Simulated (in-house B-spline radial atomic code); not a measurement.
Ionisation energies along the 65-electron series, configuration 1s2 2s2 2p6 3s2 3p6 3d10 4s2 4p6 4d10 4f5/2(6) 4f7/2(5) 5s2 5p6, as differences of self-consistent energies. Dirac energy differences include first-order Breit, QED and recoil terms. NIST's values go from ground level to ground level; the uncertainty of those that are theory runs from under 0.1 % in few-electron ions to several per cent in heavy many-electron ones. Computed with an all-electron radial atomic-structure program (B-spline basis): Dirac-Hartree-Fock, jj configuration that fills j = l - 1/2 first, finite nuclei.

A number in brackets counts the electrons of a j subshell.

| ion | configuration after | ionisation energy (eV) | IE/(q+1)² (eV) | -ε less Coulomb ΔSCF (eV) | Breit and QED recoil part (eV) | tabulated value (eV) | tabulated kind | computed minus tabulated (eV) |
| --- | --- | --- | --- | --- | --- | --- | --- | --- |
| Ho2+ | [Xe] 4f5/2(6) 4f7/2(4) | 19.89 | 2.2101 | 6.1493 | 0.14979 | 22.79 | semi-empirical | -2.90 |
| Er3+ | [Xe] 4f5/2(6) 4f7/2(4) | 40.15 | 2.5095 | 5.97 | 0.17819 | 42.42 | semi-empirical | -2.27 |
| Tm4+ | [Kr] 4d10 4f5/2(6) 4f7/2(5) 5s2 5p1/2(2) 5p3/2(3) | 76.68 | 3.0674 | - | -0.063956 | - | - | - |
